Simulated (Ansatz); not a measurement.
Cost and result for the atomization energy of Cl$_{2}$FHSSn, SMILES `[F][Sn]([SH])([Cl])[Cl]` (6 atoms, 5 bonds).

```csv
atom,x (Å),y (Å),z (Å)
F1,-0.635,1.249,1.503
Sn2,-0.342,-0.147,0.247
S3,1.921,-0.230,-0.408
Cl4,-0.951,-2.085,1.300
Cl5,-1.772,0.339,-1.479
H6,1.778,0.874,-1.165
```

The species carries charge 0 and has multiplicity 1. Correlated methods include outer-core shells of Sn, which these sets cover unevenly. Sn takes the def2 core potential. The geometry is a stationary point of PBE0-D4/def2-TZVP. It is one conformer, not always the lowest. Program: Ansatz. All runs use 4 threads of an Intel Xeon 6975P-C on a shared host. Times are those of one run each, without the atoms' runs, and a repeat can differ threefold. Electronic energies, without spin–orbit coupling; frozen cores. CCSD(T)/CBS adds CCSD(T) − MP2 in def2-TZVPP to the MP2 limit, and its time is that of the two runs behind it. T1 = 0.012. With those shells the extrapolation isn't a true limit. HSE06 is the plane-wave form, built on full-range PBE exchange.

CCSD(T)/CBS is a level of theory with its own doubt, some kJ/mol a heavy atom from the limit and from the frozen cores, so smaller differences don't rank the functionals.

```
                             level  functions  wall time  atomization (kJ/mol)  difference from CCSD(T)/CBS  per bond
            LDA (SPW92)/def2-TZVPP        221      0.7 s                2034.0                        282.0      56.4
                PBE0-D4/def2-TZVPP        221      1.8 s                1715.4                        -36.6      -7.3
               HSE06-D4/def2-TZVPP        221        2 s                1716.1                        -35.9      -7.2
r2SCAN-D4/def2-TZVPP (with forces)        221      2.2 s                1742.6                         -9.4      -1.9
                  CCSD(T)/def2-SVP         99      2.2 s                1534.5                       -217.5     -43.5
             r2SCANh-D4/def2-TZVPP        221      2.7 s                1718.6                        -33.4      -6.7
                 B2PLYP/def2-TZVPP        221      2.7 s                1674.0                        -78.0     -15.6
               PBE-QIDH/def2-TZVPP        221      2.8 s                1704.3                        -47.7      -9.5
                ωB97X-V/def2-TZVPP        221      3.9 s                1747.4                         -4.6      -0.9
  ωB97M-V/def2-TZVPP (with forces)        221      5.5 s                1733.1                        -18.9      -3.8
                    MP2/def2-QZVPP        379        8 s                1781.5                         29.5       5.9
                CCSD(T)/def2-TZVPP        221       34 s                1660.7                        -91.3     -18.2
                 CCSD(T)/CBS(def2)          –       42 s                1752.0                          0.0       0.0
```

The D4 term adds +36.2 kJ/mol with B3LYP and +19.2 kJ/mol with PBE0; it sums over pairs of atoms, weighted by their polarisabilities, and B3LYP, whose exchange is more repulsive, gets the larger term. From BLYP to BHLYP (50 % exact exchange), in def2-TZVPP and without D4, the atomization energy moves by −63.4 kJ/mol: exact exchange takes away binding that semilocal exchange gives to molecules. At CCSD(T), def2-SVP lies −217.4 kJ/mol from the extrapolated value and def2-TZVPP −91.2 kJ/mol: correlation converges slowly with the basis, and small sets miss more of it in the bonded molecule than in its fragments.

B3LYP here is the variant with VWN-RPA as its local correlation; programs differ in this.

Spin–orbit coupling would lower the free Sn atoms strongly, and the atomization energy with them, by more than many differences here. For some Ge, Se and Sn compounds the MP2-based and the directly extrapolated limit differ by 10 to 25 kJ/mol.
